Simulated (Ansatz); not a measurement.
Species: sum formula CoHSF, net charge 0, quartet state. The spin state was set by rule; other spins were not relaxed. SMILES: [F][Co][SH]
Coordinates optimised at B3LYP-D3(BJ)/def2-TZVP (Ansatz, an electronic-structure program):
```xyz
4

Co    -0.1808     0.2274    -0.2831
F     -0.5053     1.1470    -1.7595
S      0.5719    -0.8967     1.4104
H      0.2778    -2.1148     0.9130
```
Charge 0, spin multiplicity 4.

Quantity: vertical ionisation energy (to the quintet state of charge +1; each state is the SCF solution reached for its spin), in eV. Valence correlation only, unless marked. UHF or UKS for open shells. Spin-orbit coupling is left out. Frozen are the shells of the preceding noble gas and the d and f shells that filled before the atom's block. No relativistic terms. CBS(X,Y): correlation extrapolated as X^-3; Hartree-Fock from the larger set. The bracket is a focal-point correction in the basis named.

| level | program | vertical ionisation energy (eV) |
|---|---|---|
| SVWN5/def2-TZVPD | Ansatz | ? |
| PBE/def2-TZVPD | Ansatz | 9.53 |
| B3LYP/def2-TZVPD | Ansatz | 9.87 |
| PBE0/def2-TZVPD | Ansatz | 9.83 |
| SCS-MP2/def2-SVPD | Ansatz | 9.83 |
| CCSD/def2-SVPD | Ansatz | ? |
| CCSD/def2-TZVPPD | Ansatz | 9.87 |
| RI-MP2/CBS(def2-TZVPPD,def2-QZVPPD)+[CCSD(T)-MP2]/def2-TZVPPD | Ansatz | ? |

**Question.** Fill in the missing entries.

**Answer.** 
- SVWN5/def2-TZVPD, vertical ionisation energy (eV): 9.79
- CCSD/def2-SVPD, vertical ionisation energy (eV): 9.76
- RI-MP2/CBS(def2-TZVPPD,def2-QZVPPD)+[CCSD(T)-MP2]/def2-TZVPPD, vertical ionisation energy (eV): 10.08
